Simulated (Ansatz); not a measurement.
`O[SiH2]O[SiH](Cl)Cl` + `[AsH3]` → `O[SiH2][AsH2]` + `O[SiH](Cl)Cl`  (ligand exchange at the Si–O bond)

Calculated with Ansatz (gas phase, PBE0-D4/def2-TZVP geometries, no zero-point term in ΔE). CBS: MP2 limit from def2 TZ/QZ plus the TZ coupled-cluster correction, frozen cores. This one scheme is used for every species. DFT in def2-TZVPP. For As outer-core shells are correlated without core-valence functions, which leaves a few kJ/mol of doubt a bond. Scalar relativity is left out up to krypton. Each species was taken in one conformer, which may not be the lowest.

| level | ΔE (kJ/mol) |
| --- | --- |
| r2SCAN-D4 | 100.2 |
| ωB97X-V | 103.9 |
| SCS-MP2/def2-TZVPP | 110.1 |
| HF/def2-QZVPP | 126.0 |

What does CCSD(T)/CBS give? (Estimate.)

Computed: +103.7 kJ/mol. The listed levels differ from it by -3.5, 0.2, 6.4, 22.3 kJ/mol.

Largest T1 diagnostic among the species: 0.011.

From PBE to PBE0 (25 % exact exchange), in def2-TZVPP and without D4, ΔE moves by +6.6 kJ/mol. In def2-TZVPP, CCSD(T) changes the Hartree–Fock value by −16.9 kJ/mol (the triples alone add −2.4 kJ/mol) and MP2 by −18.1 kJ/mol.
